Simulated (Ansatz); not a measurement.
Basis-set extrapolation for CH₇FO₃Si₂, SMILES `O[SiH](O)C[SiH](O)F` (PBE0-D4/def2-TZVP geometry, frozen core, Ansatz). Multiplicity 1, RHF reference.

```json
{"": "HF", "def2-TZVPP": "-944.290409", "def2-QZVPP": "-944.327025"}
{"": "MP2 correlation", "def2-TZVPP": "-1.383927", "def2-QZVPP": "-1.498684"}
{"": "CCSD(T) correlation", "def2-TZVPP": "-1.467722", "def2-QZVPP": "not run"}
```

Energies in hartree. Use E(X) = E(∞) + A·exp(−7.88·√X) for Hartree–Fock and E(X) = E(∞) + B·X^(−2.97) for correlation, with X = 3 and 4, and add CCSD(T) minus MP2 of the smaller set to the MP2 limit.

Task: What is the CCSD(T) energy at the basis-set limit?

Result: HF limit: -944.327025 + (-0.036616) × 0.13774 = -944.33207. MP2 limit: -1.498684 + (-0.114757) × 0.74074 = -1.58369. Higher-order term: -1.467722 − (-1.383927) = -0.08380. Total: -945.99956 hartree, 6.57 eV below CCSD(T)/def2-TZVPP.
